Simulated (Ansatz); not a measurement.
Ansatz results at the PBE0-D4/def2-TZVP geometry: HOMO energy (PBE/def2-TZVPP) -5.79 eV; HOMO–LUMO gap (B3LYP/def2-TZVPP) 4.90 eV; HOMO energy (ωB97M-V/def2-TZVPP) -9.12 eV.

Each molecule was computed in one conformer, which needn't be the lowest.

Question: Which molecule gave them?
A. `OCBO[SiH3]`
B. `B[SiH](F)[SiH2]N`
C. `N[SiH]([SiH3])BF`
D. `C=CB(C)BCl`

Answer: C. The others give `B[SiH](F)[SiH2]N`: -6.05, 4.27, -9.39; `C=CB(C)BCl`: -6.18, 5.26, -9.69; `OCBO[SiH3]`: -6.14, 7.12, -10.29.

B3LYP here is the variant with VWN-RPA as its local correlation; programs differ in this.
